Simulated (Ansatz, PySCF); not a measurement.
C2H4Cl2Ge, SMILES C=[CH][GeH]([Cl])[Cl]. Atoms are numbered in the order given.

```xyz
9

Ge     0.1040    -0.3465    -0.3591
Cl     0.4114     1.7857    -0.4821
Cl     1.2859    -1.0963     1.2827
C     -1.7553    -0.6632     0.0149
C     -2.6434     0.3272     0.1210
H      0.6702    -0.9753    -1.6358
H     -2.0638    -1.7063     0.1527
H     -3.6981     0.1290     0.3399
H     -2.3506     1.3752    -0.0034
```
Charge 0, spin multiplicity 1.

Geometry optimised at PBE0-D3(BJ)/def2-SVP. Other conformers were not sampled.

Two levels are set side by side: PBE-D3(BJ)/def2-SVP (Ansatz, a quantum-chemistry and plane-wave program) and PBE0-D3(BJ)/def2-SVP (Ansatz). Each level has its own optimised geometry; the coordinates shown are those of the second. Frequencies come from the Hessian of PySCF at each geometry. Differences are taken from unrounded values.

| quantity | PBE0-D3(BJ) | PBE-D3(BJ) | PBE-D3(BJ) minus PBE0-D3(BJ) |
|---|---|---|---|
| mean bond length (Å) | 1.549 | 1.562 | 0.013 |
| bond Ge1–Cl2 (Å) | 2.158 | 2.178 | 0.020 |
| bond Ge1–Cl3 (Å) | 2.157 | 2.177 | 0.020 |
| bond Ge1–C4 (Å) | 1.923 | 1.938 | 0.016 |
| bond C4–C5 (Å) | 1.334 | 1.344 | 0.010 |
| bond Ge1–H6 (Å) | 1.532 | 1.546 | 0.015 |
| bond C4–H7 (Å) | 1.097 | 1.105 | 0.008 |
| bond C5–H8 (Å) | 1.095 | 1.103 | 0.008 |
| bond C5–H9 (Å) | 1.095 | 1.103 | 0.008 |
| highest harmonic wavenumber (cm⁻¹) | 3252 | 3156 | -96 |
| mean harmonic wavenumber (cm⁻¹) | 1118 | 1077 | -41 |
| zero-point energy (kcal/mol) | 33.55 | 32.33 | -1.22 |

Exact exchange shortens and stiffens bonds; PBE has none. Differences between two approximate levels are no errors against the true value.
